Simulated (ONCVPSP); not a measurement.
**Transferability test, ONCV potential for Yb (Z = 70)**

ytterbium (Yb), optimised norm-conserving Vanderbilt (ONCV), made with ONCVPSP 4.0.1 (LDA (Perdew-Wang 92), scalar-relativistic). Core [Kr] 4d10 4f13, reference 5s2 5p6 5d1 6s1.5 (charge +0.5). Waves: 5s+6s: rc 1.65 bohr, ncon 4, nbas 8, qcut 7.5 1/bohr, 2 projectors; 5p: rc 1.35 bohr, ncon 3, nbas 6, qcut 6.3 1/bohr, 2 projectors, debl 1.2 Ha; 5d: rc 2.70 bohr, ncon 4, nbas 8, qcut 6.4 1/bohr, 2 projectors, debl 3.8 Ha. Local part: polynomial inside 1.05 bohr (lpopt 3, dvloc0 0 Ha). Core correction: none.

In the p channel the program set the typed energies aside and used -1.262, 0.250 Ha.

Energies are relative to the spin-unpolarised reference configuration 5s2 5p6 5d1 6s1.5; without spin polarisation the order of configurations can differ from experiment.

| valence configuration | charge | ΔE all-electron (eV) | error AE − PS (meV) |
| --- | --- | --- | --- |
| 5s2 5p6 5d1 6s2 | 0 | -3.027 | +1.3 |
| 5s2 5p6 5d1 6s1 | +1 | 4.437 | -0.3 |
| 5s2 5p6 5d1 6s0 | +2 | 17.827 | +10 |

(1) What are ΔE and the potential's error for 5s2 5p6 5d2 6s0?

Levels in the configuration 5s2 5p6 5d1 6s2:

| level | all-electron (eV) | pseudo (eV) |
| --- | --- | --- |
| 5s | -59.478 | -59.459 |
| 5p | -31.144 | -31.128 |
| 5d | -2.028 | -2.027 |
| 6s | -4.717 | -4.719 |

Note: no bound ghost flagged; GHOST(+) flagged for s at 96.2 eV, p at 276.7 eV.

Answers

(1) ΔE = 6.760 eV all-electron; the error (AE − PS) is +1.1 meV.
